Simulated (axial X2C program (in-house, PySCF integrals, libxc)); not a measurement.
## Potential curves of CaTe⁺, two-component

All values were computed with an in-house relativistic program for diatomic molecules. Two-component (2c) means X2C with spin–orbit coupling and atomic mean-field two-electron Coulomb and Gaunt terms. Basis: Te dyall-cv3z [11s12p8d4f1g], Ca dyall-cv3z [11s12p6d4f] (cores contracted in-house); Gaussian nuclei, density fitting, unrestricted open shells. Masses: Te 129.906 u, Ca 39.963 u.

State: Ω = 3/2 (⟨Sz⟩ = 0.50, ⟨Lz⟩ = 1.00 at PBE0). Energies in eV from the fragments at the same level (Te + Ca+). Fits are polynomials in 1 − R0/R over 0.85 to 1.23 times the lowest point R0.

```csv
R (Å),PBE0,PBE50,CCSD,CCSD(T)
2.4386,-1.5123,-1.3587,,
2.5507,-1.9472,-1.8044,-1.2578,-1.3278
2.6348,-2.1331,-1.9944,-1.5228,-1.5942
2.7189,-2.2278,-2.0906,-1.6853,-1.7582
2.8030,-2.2524,-2.1144,-1.7675,-1.8423
2.9011,-2.2144,-2.0729,-1.7860,-1.8628
2.9992,-2.1243,-1.9771,-1.7423,-1.8213
3.1253,-1.9571,-1.7998,-1.6229,-1.7045
3.2795,-1.7077,-1.5348,,
3.5038,-1.3161,-1.1167,,
```

Correlated methods: 7 electrons correlated (number of frozen shells: Te 4 s, 3 p, 2 d; Ca 3 s, 2 p), 301 virtual spin orbitals or spinors in MP2, 84 natural virtuals in coupled cluster.

The state is a single determinant with fixed occupations, the lowest that a limited PBE0 search found. Dissociation energies refer to the lowest single-determinant-based atoms at the same level and basis. Density functionals use the spin component along the axis (collinear). CCSD and (T) use frozen natural virtuals with an MP2 correction for the truncation; (T) itself is uncorrected, so its De runs slightly low. Without a current term, density functionals place determinants with orbital angular momentum somewhat too high. The outer-core s and p shells of the metal are frozen in the correlated rows, which leaves out core–valence correlation; for alkali and alkaline-earth bonds that tends to lengthen them. With the outer-core shells frozen, correlated bond lengths of heavy atoms tend to come out a few hundredths of an ångström too long. Coupled cluster ran on the points near the minimum only. MP2 and coupled cluster on one determinant become unreliable at the stretched end.

(1) Fit the PBE0 curve near its minimum: give the equilibrium distance, the harmonic wavenumber and the well depth.

(2) What are Re, ωe and De at the PBE50 level?

(3) Fit the CCSD curve near its minimum: give the equilibrium distance, the harmonic wavenumber and the well depth.

(4) What are Re, ωe and De at the CCSD(T) level?

Answers

(1) At PBE0, 2c: Re = 2.796 Å, ωe ≈ 262 cm⁻¹, De = 2.25 eV to Te + Ca+; Be follows as 0.0706 cm⁻¹.

(2) At PBE50, 2c: Re = 2.793 Å, ωe ≈ 268 cm⁻¹, De = 2.11 eV to Te + Ca+; Be follows as 0.0707 cm⁻¹.

(3) At CCSD, 2c: Re = 2.877 Å, ωe ≈ 249 cm⁻¹, De = 1.79 eV to Te + Ca+; Be follows as 0.0667 cm⁻¹.

(4) At CCSD(T), 2c: Re = 2.880 Å, ωe ≈ 247 cm⁻¹, De = 1.86 eV to Te + Ca+; Be follows as 0.0665 cm⁻¹.
